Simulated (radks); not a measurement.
The numbers below are computed, except where a source is named.
Problem. Radial electron density D(r) = 4 pi r^2 rho(r) of an atom or ion with 38 electrons. Code: a radial shooting solver on a logarithmic mesh with Libxc functionals. Model: scalar-relativistic Kohn-Sham, LDA (Slater exchange, Perdew-Wang correlation), spin-polarised, spherical densities, finite nucleus; Fermi nuclear charge, rms radius of each element as measured or else 0.836 A^(1/3) + 0.57 fm.

| r (bohr) | D(r) (e/bohr) | spin D(r) |
|---|---|---|
| 0.004947 | 10.82 | -0.000182 |
| 0.006545 | 16.27 | -0.000274 |
| 0.008591 | 23.25 | -0.000392 |
| 0.01128 | 31.61 | -0.000535 |
| 0.0148 | 40.27 | -0.000696 |
| 0.01958 | 47.42 | -0.000875 |
| 0.02571 | 50.28 | -0.00109 |
| 0.03374 | 48.16 | -0.00142 |
| 0.04429 | 43.65 | -0.00191 |
| 0.0586 | 42.91 | -0.00188 |
| 0.07692 | 50.17 | 0.00183 |
| 0.101 | 59.86 | 0.0170 |
| 0.1325 | 59.52 | 0.0550 |
| 0.1753 | 46.23 | 0.122 |
| 0.2302 | 37.20 | 0.190 |
| 0.3021 | 42.20 | 0.204 |
| 0.3965 | 44.93 | 0.125 |
| 0.5247 | 31.02 | 0.00999 |
| 0.6887 | 14.92 | 0.0433 |
| 0.9039 | 9.597 | 0.364 |
| 1.186 | 9.057 | 0.851 |
| 1.57 | 6.070 | 1.11 |
| 2.061 | 2.598 | 0.923 |
| 2.705 | 0.7928 | 0.500 |
| 3.55 | 0.1904 | 0.167 |
| 4.697 | 0.02878 | 0.0282 |
| 6.166 | 0.002182 | 0.00218 |

What is the nuclear charge?

Solution. Z = 40. The innermost maximum, from 1s, lies near gamma/Z bohr with gamma = sqrt(1 - (Z/c)^2) = 0.956, here 0.0239 bohr (found: 0.0261), and its height grows with Z. The density is that of the zirconium ion Zr2+ in [Kr] 4d2; the configuration itself is not fixed sharply by these data, and Z only to a few units. D(r) has 3 maxima, at r = 0.0261, 0.116, 0.366 bohr, and minima at 0.0528, 0.236 bohr, inside which lie 2.04, 11.09 electrons.
